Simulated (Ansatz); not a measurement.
Ansatz (a quantum-chemistry and plane-wave program) input (RI-MP2/cc-pVTZ):
A basis named .json is the Basis Set Exchange file of that set.

Ansatz 0.2 input:
```yaml
crystal:
  periodic: [false, false, false]
  atoms:
    - {symbol: C, position_ang: [2.30457836, -0.00039907, 0.68077579]}
    - {symbol: C, position_ang: [1.17178385, 0.01360531, 0.02880527]}
    - {symbol: C, position_ang: [0.43715751, -1.25916524, -0.36033251]}
    - {symbol: C, position_ang: [-0.99775438, -1.24575671, 0.18268626]}
    - {symbol: C, position_ang: [-1.74374187, 0.02128759, -0.23688354]}
    - {symbol: C, position_ang: [-0.98778193, 1.28130548, 0.18591604]}
    - {symbol: C, position_ang: [0.44808728, 1.28425016, -0.35602467]}
    - {symbol: H, position_ang: [2.98970253, -0.73796228, 1.06938706]}
    - {symbol: H, position_ang: [0.97819948, -2.13755229, -0.00745561]}
    - {symbol: H, position_ang: [0.40449001, -1.31486769, -1.45522586]}
    - {symbol: H, position_ang: [-0.96348724, -1.30211286, 1.27523597]}
    - {symbol: H, position_ang: [-1.53057828, -2.13455373, -0.16483587]}
    - {symbol: H, position_ang: [-1.86628654, 0.02289238, -1.32604102]}
    - {symbol: H, position_ang: [-2.74940233, 0.02394623, 0.19037118]}
    - {symbol: H, position_ang: [-0.95368836, 1.33482311, 1.27864478]}
    - {symbol: H, position_ang: [-1.51391488, 2.17450420, -0.15963709]}
    - {symbol: H, position_ang: [0.41253718, 1.34573272, -1.45063296]}
    - {symbol: H, position_ang: [0.99845543, 2.15438489, 0.00053377]}
basis:
  gaussian:
    orbitals: cc-pVTZ
    fitting: {mean_field: def2-universal-jkfit, correlation: cc-pVTZ-RIFIT.json}
magnetization: {spin_polarized: true, initial_magnetization: 1}
correlation: {method: mp2, electrons: outside_noble_gas}
```

End of the output:

```
integrals: 0.75 GiB planned
723 factors; integrals over basis functions are off by at most 9.0e-1 eV
0.81 GiB of device memory are held for the factors and their scratch space
mean field: 1.66 GiB planned
mean field evaluation 1: about -7382.2698 eV, gradient 2.9e1 eV
mean field evaluation 2: about -7386.7802 eV, gradient 1.3e1 eV
mean field evaluation 4: about -7387.8101 eV, gradient 1.5e0 eV
mean field evaluation 8: about -7387.8901 eV, gradient 4.7e-1 eV
mean field -7387.92190136 eV, -271.5011221617 hartree, gradient 2.0e-6 eV, S^2 0.915874; 0 other end points of the search recorded, 0 dependent functions left out
7 core orbitals not correlated
897 factors; their error is unknown
reference -7387.92190136 eV, -271.5011221617 hartree; 20, 19 occupied and 337, 338 virtual orbitals, 897 factors
second order -30.87904038 eV of doubles, -0.00000000 eV of singles
Total energy: -7418.80094175 eV, -272.6359059653 hartree
```

It need not be the lowest isomer of its formula.

The determinant is spin-contaminated: <S^2> is 0.92 against 0.75 for a pure state.
